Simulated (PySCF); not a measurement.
# Potential energy of GaN⁺ along the bond

Set-up: PySCF, no relativity, basis sets Ga aug-pcseg-1, N aug-pcseg-1. Energies in eV from Ga⁺ + N in their ground configurations at the same level. State: ⁴Σ⁻ (quartet), unpaired electrons σ ↑, π ↑↑.

All columns are PBE0. A positive dipole points towards N; it is taken about the centre of mass and depends on that origin.

| R (Å) | E (eV) | μ (D) | Mulliken charge on Ga (basis-dependent) | HOMO (eV) | LUMO (eV) | Mayer bond order | ⟨S²⟩ |
| --- | --- | --- | --- | --- | --- | --- | --- |
| 2.232 | -0.117 | -0.43 | 1.07 | -15.14 | -10.22 | 0.30 | 3.76 |
| 2.336 | -0.157 | -0.48 | 1.03 | -15.20 | -9.99 | 0.24 | 3.76 |
| 2.439 | -0.178 | -0.58 | 1.01 | -15.26 | -9.76 | 0.19 | 3.76 |
| 2.517 | -0.185 | -0.67 | 0.99 | -15.29 | -9.59 | 0.16 | 3.76 |
| 2.595 | -0.187 | -0.78 | 0.98 | -15.31 | -9.43 | 0.14 | 3.76 |
| 2.673 | -0.184 | -0.90 | 0.98 | -15.31 | -9.28 | 0.12 | 3.76 |
| 2.777 | -0.177 | -1.07 | 0.97 | -15.29 | -9.09 | 0.11 | 3.75 |
| 2.906 | -0.163 | -1.28 | 0.96 | -15.22 | -8.88 | 0.09 | 3.75 |
| 3.062 | -0.143 | -1.53 | 0.96 | -15.08 | -8.67 | 0.08 | 3.75 |
| 3.270 | -0.117 | -1.85 | 0.96 | -14.78 | -8.46 | 0.07 | 3.75 |

A fit through these points gives, at Re = 2.585 Å, μ = -0.77 D and dμ/dR = -1.46 D/Å; the reduced mass is 11.64 u.

Problem. How strong is the fundamental in the double-harmonic approximation, I = 42.26·(dμ/dR)²/μred km/mol?

Solution. I = 42.26·(-1.46)²/11.64 = 7.74 km/mol at PBE0.

The bond is weak. Basis-set superposition, not corrected here, can be much of De in a small basis, most of all at correlated wavefunction levels. Spin–orbit coupling is left out. For an ion De counts to the pair picked by the measured ionisation energies or electron affinities, which need not be the lowest pair at this level. The state is the lowest determinant that a PBE0 search found; another state may lie lower at other levels.
